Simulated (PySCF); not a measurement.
C4H7O (SMILES [CH2]C(=O)CC), doublet (typed; the unrestricted solution is spin-contaminated), at a GFN2-xTB geometry, atoms displaced at random by about 0.03 Å a coordinate; HF/6-31G, gradient by finite differences (PySCF).

The PySCF input:
```python
from pyscf import gto, scf

mol = gto.Mole()
mol.atom = '''
    C     1.40800316   -0.76638924    0.12205741
    C     0.56357295    0.31572928   -0.07629918
    O     0.80930530    1.20023859   -0.98660741
    C    -0.76923734    0.32014375    0.67812389
    C    -1.73820829   -0.77207964    0.17710591
    H     1.26412785   -1.49269904    0.89851630
    H     2.43512058   -0.76653219   -0.29002950
    H    -0.56462173    0.10517189    1.70537436
    H    -1.18041801    1.23543470    0.50430814
    H    -2.60466267   -0.81214028    0.67771224
    H    -1.90213510   -0.59747638   -0.93612931
    H    -1.19806069   -1.81267734    0.19187489
'''
mol.basis = '6-31g'
mol.spin = 1
mol.verbose = 4
mol.build()

mf = scf.UHF(mol)
mf.conv_tol = 1e-11
mf.kernel()
scan, done = mf.as_scanner(), []
scan.scf_summary = {}
def energy(d):
    c = mol.atom_coords()
    c[0, 0] += d
    e = scan(mol.set_geom_(c, unit='Bohr', inplace=False))
    done.append(scan.converged)
    return e
h = 0.01
fd = (energy(h) - energy(-h)) / (2 * h)
print('dE/dx =', fd)
```

**Question.** What does PySCF print? Leave out banner, timings and long lists.

**Answer.** 
```
PySCF version 2.14.0

[INPUT] verbose = 4
[INPUT] num. atoms = 12
[INPUT] num. electrons = 39
[INPUT] charge = 0
[INPUT] spin (= nelec alpha-beta = 2S) = 1
[INPUT] symmetry False subgroup None
[INPUT] Mole.unit = angstrom
[INPUT] Symbol           X                Y                Z      unit          X                Y                Z       unit  Magmom
[...]
nuclear repulsion = 167.278735521917
number of shells = 39
number of NR pGTOs = 138
number of NR cGTOs = 59
basis = 6-31g
ecp = {}

******** <class 'pyscf.scf.uhf.UHF'> ********
method = UHF
initial guess = minao
damping factor = 0
level_shift factor = 0
DIIS = <class 'pyscf.scf.diis.CDIIS'>
diis_start_cycle = 1
diis_space = 8
diis_damp = 0
SCF conv_tol = 1e-11
SCF conv_tol_grad = None
SCF max_cycles = 50
direct_scf = True
direct_scf_tol = 1e-13
number electrons alpha = 20  beta = 19
Set gradient conv threshold to 3.16228e-06
init E= -231.007553497611

cycle= 1 E= -230.058800104244  delta_E= 0.949  |g|= 0.547  |ddm|= 2.12
cycle= 2 E= -230.122822759454  delta_E= -0.064  |g|= 0.539  |ddm|= 1.25
cycle= 3 E= -230.238447090781  delta_E= -0.116  |g|= 0.0613  |ddm|= 0.673
cycle= 4 E= -230.246370530837  delta_E= -0.00792  |g|= 0.0401  |ddm|= 0.156
cycle= 5 E= -230.250760681666  delta_E= -0.00439  |g|= 0.0338  |ddm|= 0.0997
cycle= 6 E= -230.256079105791  delta_E= -0.00532  |g|= 0.0258  |ddm|= 0.134
cycle= 7 E= -230.260360167336  delta_E= -0.00428  |g|= 0.0106  |ddm|= 0.16
cycle= 8 E= -230.260900844814  delta_E= -0.000541  |g|= 0.0041  |ddm|= 0.0539
cycle= 9 E= -230.260940609347  delta_E= -3.98e-05  |g|= 0.00223  |ddm|= 0.012
cycle= 10 E= -230.260953370136  delta_E= -1.28e-05  |g|= 0.000866  |ddm|= 0.0148
cycle= 11 E= -230.260954922607  delta_E= -1.55e-06  |g|= 0.000506  |ddm|= 0.00526
cycle= 12 E= -230.260955648638  delta_E= -7.26e-07  |g|= 0.00027  |ddm|= 0.00283
cycle= 13 E= -230.260955929139  delta_E= -2.81e-07  |g|= 0.000194  |ddm|= 0.00127
cycle= 14 E= -230.26095618887  delta_E= -2.6e-07  |g|= 0.000147  |ddm|= 0.00109
cycle= 15 E= -230.260956434203  delta_E= -2.45e-07  |g|= 9.64e-05  |ddm|= 0.00143
cycle= 16 E= -230.260956566612  delta_E= -1.32e-07  |g|= 4.18e-05  |ddm|= 0.00153
cycle= 17 E= -230.260956580661  delta_E= -1.4e-08  |g|= 2.17e-05  |ddm|= 0.000455
cycle= 18 E= -230.260956582926  delta_E= -2.27e-09  |g|= 1.15e-05  |ddm|= 0.000167
cycle= 19 E= -230.260956583348  delta_E= -4.23e-10  |g|= 5.68e-06  |ddm|= 5.8e-05
cycle= 20 E= -230.260956583452  delta_E= -1.04e-10  |g|= 1.82e-06  |ddm|= 2.94e-05
[...]
converged SCF energy = -230.26095658346  <S^2> = 1.0003813  2S+1 = 2.236409
converged SCF energy = -230.261471824999  <S^2> = 1.0012869  2S+1 = 2.2372187
[...]
   8 H     -0.564621730000   0.105171890000   1.705374360000 AA   -1.066980433678   0.198746068103   3.222690480255 Bohr
   9 H     -1.180418010000   1.235434700000   0.504308140000 AA   -2.230666751404   2.334633227784   0.953004266989 Bohr
  10 H     -2.604662670000  -0.812140280000   0.677712240000 AA   -4.922099093178  -1.534722703928   1.280690524866 Bohr
  11 H     -1.902135100000  -0.597476380000  -0.936129310000 AA   -3.594514390922  -1.129066724097  -1.769028013078 Bohr
  12 H     -1.198060690000  -1.812677340000   0.191874890000 AA   -2.264006584707  -3.425463724805   0.362590992281 Bohr

******** <class 'pyscf.scf.hf.UHF_Scanner'> ********
method = UHF_Scanner
initial guess = minao
damping factor = 0
level_shift factor = 0
DIIS = <class 'pyscf.scf.diis.CDIIS'>
diis_start_cycle = 1
diis_space = 8
diis_damp = 0
SCF conv_tol = 1e-11
SCF conv_tol_grad = None
SCF max_cycles = 50
direct_scf = True
direct_scf_tol = 1e-13
number electrons alpha = 20  beta = 19
Set gradient conv threshold to 3.16228e-06
init E= -230.259904198604
cycle= 1 E= -230.260375793583  delta_E= -0.000472  |g|= 0.00254  |ddm|= 0.0136
cycle= 2 E= -230.260381549925  delta_E= -5.76e-06  |g|= 0.000864  |ddm|= 0.00413
cycle= 3 E= -230.260382415132  delta_E= -8.65e-07  |g|= 0.000402  |ddm|= 0.00136
cycle= 4 E= -230.260382736069  delta_E= -3.21e-07  |g|= 0.000201  |ddm|= 0.000869
cycle= 5 E= -230.26038288667  delta_E= -1.51e-07  |g|= 0.000116  |ddm|= 0.000684
cycle= 6 E= -230.260382930543  delta_E= -4.39e-08  |g|= 7.3e-05  |ddm|= 0.000355
cycle= 7 E= -230.260382954947  delta_E= -2.44e-08  |g|= 5.19e-05  |ddm|= 0.000281
cycle= 8 E= -230.260382970232  delta_E= -1.53e-08  |g|= 3.91e-05  |ddm|= 0.000243
cycle= 9 E= -230.260382980921  delta_E= -1.07e-08  |g|= 3.08e-05  |ddm|= 0.000217
cycle= 10 E= -230.260382990878  delta_E= -9.96e-09  |g|= 2.14e-05  |ddm|= 0.000277
cycle= 11 E= -230.260382996676  delta_E= -5.8e-09  |g|= 1.11e-05  |ddm|= 0.000278
cycle= 12 E= -230.260382997925  delta_E= -1.25e-09  |g|= 5.24e-06  |ddm|= 0.00014
cycle= 13 E= -230.260382998083  delta_E= -1.58e-10  |g|= 2.36e-06  |ddm|= 4.71e-05
cycle= 14 E= -230.260382998104  delta_E= -2.13e-11  |g|= 1.13e-06  |ddm|= 1.62e-05
cycle= 15 E= -230.260382998108  delta_E= -3.75e-12  |g|= 6.34e-07  |ddm|= 5.23e-06
Extra cycle  E= -230.260382998108  delta_E= -2.27e-13  |g|= 4.08e-07  |ddm|= 1.04e-06
converged SCF energy = -230.260382998108  <S^2> = 0.99947601  2S+1 = 2.2355993
dE/dx = -0.05444134451835225
```
